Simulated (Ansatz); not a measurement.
An input meant for Hg₁₀Te₉F₂ (charge 0, singlet; atoms displaced at random, 0.08 Å in each coordinate; with a point charge).

```yaml
crystal:
  periodic: [true, true, true]
  atoms:
    - {symbol: F, position_ang: [-1.169329, -2.970883, -0.926434]}
    - {symbol: F, position_ang: [-2.552801, -0.178578, -1.319380]}
    - {symbol: Hg, position_ang: [1.682570, -3.392644, -0.659000]}
    - {symbol: Hg, position_ang: [-1.549246, -1.954793, -2.810484]}
    - {symbol: Hg, position_ang: [-0.085361, -0.176397, -0.057761]}
    - {symbol: Hg, position_ang: [-0.593682, -3.055700, 1.892152]}
    - {symbol: Hg, position_ang: [-1.146074, 1.446513, -2.986195]}
    - {symbol: Hg, position_ang: [-3.453810, 0.835266, 0.476676]}
    - {symbol: Hg, position_ang: [-1.689941, 3.082179, 2.601211]}
    - {symbol: Hg, position_ang: [3.929065, 0.051612, 0.489087]}
    - {symbol: Hg, position_ang: [2.212510, 2.570962, -1.134214]}
    - {symbol: Hg, position_ang: [1.627953, 0.917585, 3.153763]}
    - {symbol: Te, position_ang: [1.028178, -5.257933, 1.112317]}
    - {symbol: Te, position_ang: [-1.925622, -0.385210, -4.979451]}
    - {symbol: Te, position_ang: [1.756383, -1.047890, -2.003191]}
    - {symbol: Te, position_ang: [-1.469672, -0.664193, 2.272998]}
    - {symbol: Te, position_ang: [-0.663731, 2.956301, -1.040945]}
    - {symbol: Te, position_ang: [-4.455215, 2.733251, 1.881457]}
    - {symbol: Te, position_ang: [2.960969, -1.382034, 2.449171]}
    - {symbol: Te, position_ang: [4.684537, 2.088310, -1.160483]}
    - {symbol: Te, position_ang: [1.044217, 3.632579, 2.974049]}
basis:
  gaussian: {orbitals: def2-TZVP, fitting: {mean_field: def2-universal-jkfit}, point_charges: [{charge: 0.50, position_ang: [9.433, 0.725, -0.780]}]}
hamiltonian: {xc: {name: PBE0}}
```

```sh
$ ansatz run in.yaml --threads 4 --pin off --events-out ev --progress --plain --max-ram 46080MiB --backend cuda --devices 0, --max-vram 37GiB
```

It prints (some lines left out):

```
Error: YAML parse error: error: line 2 column 3: crystal: missing field `lattice` (a structure is typed as `lattice` and `atoms`, a molecule's as `atoms` in Å alone, or read from a run's directory, `checkpoint`)
 --> <input>:2:3
1 | crystal:
2 |   periodic: [true, true, true]
3 |   atoms:
4 |     - {symbol: F, position_ang: [-1.169329, -2.970883, -0.926434]}
```

(1) Something in this input is off. What?

Answers

(1) The species is marked periodic without a cell. The input was rejected before any iteration.
